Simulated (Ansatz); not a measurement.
A basis-limit estimate, worked out

An elementary step of Si₂H₅ClOF₄, closed shell (Si₂H₃ClOF₂ ([F][Si]([F])([Cl])[O][SiH3]) + HF + HF → SiClF₃ ([F][Si]([F])([F])[Cl]) + SiH₄O ([OH][SiH3]) + HF (still joined by a long Si–O bond); bonds formed: Si1–F8, O2–H9, H7–F10; bonds broken: H7–F8, H9–F10; bonds weakened to dative contacts: Si1–O2). “Start” is the structure reached by relaxing down from the saddle towards the reactants; PBE0-D4/def2-TZVP structures. The saddle:

```xyz
13
angstrom
Si -0.7511 0.6206 0.9489
O 0.2496 -0.1247 -0.2239
Si -0.0687 -0.1055 -1.9040
F -1.7172 1.2027 -0.2190
F -0.2948 2.0151 1.5311
Cl -2.1447 -0.5033 1.9066
H 1.3302 -0.6830 1.7232
F 0.5270 -0.0940 2.1866
H 1.2118 -0.7387 0.1803
F 1.9741 -1.1954 0.8697
H -0.0013 1.2802 -2.4017
H 1.0504 -0.9162 -2.4359
H -1.3651 -0.7579 -2.1619
```

Ansatz 0.2.0; basis: def2-TZVPP and def2-QZVPP; cores frozen in the correlated methods.

Energies in eV:

| quantity | saddle | start |
| --- | --- | --- |
| Hartree–Fock, triple zeta (X = 3) | -41182.11353 | -41183.43317 |
| Hartree–Fock, quadruple zeta (X = 4) | -41183.58102 | -41184.92129 |
| MP2 correlation, X = 3 | -46.99189 | -46.33367 |
| MP2 correlation, X = 4 | -51.33323 | -50.67103 |
| CCSD(T) correlation, X = 3 | -49.51883 | -48.89106 |

(1) Work out the barrier at the basis limit: extrapolate Hartree–Fock as E(X) = E∞ + A exp(−7.88 √X) and the MP2 correlation as E(X) = E∞ + B X^−2.97 (the exponents that Neese and Valeev fitted for def2-TZVPP and QZVPP), then add CCSD(T) − MP2 in triple zeta.

No T1 diagnostic of these runs exceeds 0.012.

## Answers

(1) Each step is linear, so take the differences first (saddle − start): Hartree–Fock 1.31964 (X = 3) and 1.34027 (X = 4); MP2 correlation -0.65822 and -0.66220; CCSD(T) correlation -0.62777.
Two points give E∞ = E(4) + w [E(4) − E(3)], with w = 1/(exp(7.88 (2 − √3)) − 1) = 0.1377 for Hartree–Fock and w = 1/((4/3)^2.97 − 1) = 0.7407 for the correlation.
Hartree–Fock: 1.34027 + 0.1377 × 0.02063 = 1.3431 eV.
MP2 correlation: -0.66220 + 0.7407 × (-0.00398) = -0.6651 eV.
CCSD(T) − MP2: -0.62777 − (-0.65822) = 0.0304 eV.
Sum: 1.3431 + (-0.6651) + 0.0304 = 0.7084 eV, or 16.34 kcal/mol. Plain CCSD(T) in triple zeta gives 0.6919 eV, so the larger basis shifts the result by 0.0165 eV.

Steps of this kind, hydrogen fluoride cutting a network bond, underlie vapour etching and the fluorination step of atomic layer etching. Here a small cluster stands in for the surface site.

Labels in which every atom is bracketed show which atoms are joined, not bond orders.

For scale, one of the runs: CCSD(T)/def2-TZVPP, 351 basis functions, launched by `ansatz run in.yaml --threads 4 --pin off --events-out ev --progress --plain --max-ram 66560MiB --backend cuda --devices 0, --max-vram 37GiB`. Time: 26 s of wall clock on 4 CPU threads of an AMD EPYC 7R13 and a share of one NVIDIA H100; the host was shared. Peak host memory: 0.85 GiB.
